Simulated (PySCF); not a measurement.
Input file for PySCF: R-BP86/LANL2DZ on CH5Ga (SMILES [CH3][GaH2]), a point of a bond scan (R = 2.672 Å).

```python
from pyscf import gto, scf, dft, mp
from pyscf.data.elements import chemcore

mol = gto.M(
    atom='''
    C    -1.56095123   -0.12280766    0.00123703
    Ga    1.10329792    0.08318760   -0.00226422
    H    -1.98854607    0.49917965   -0.78831952
    H    -1.90125078   -1.14877881   -0.13142206
    H    -1.95364954    0.25454584    0.94939406
    H     1.77510276    1.50812686    0.05098120
    H     2.02594702   -1.19263917   -0.04782009
    ''',
    basis='lanl2dz',
    ecp={'Ga': 'lanl2dz'},
    charge=0, spin=0, verbose=3, max_memory=1800)
mf = dft.RKS(mol, xc='b88,p86')
mf.conv_tol = 1e-8
mf.max_cycle = 100
mf.kernel()
if not mf.converged:
    mf = mf.newton().run(mf.mo_coeff, mf.mo_occ)
```

Q: Give the final energy of this run.

A: -43.1070 hartree.
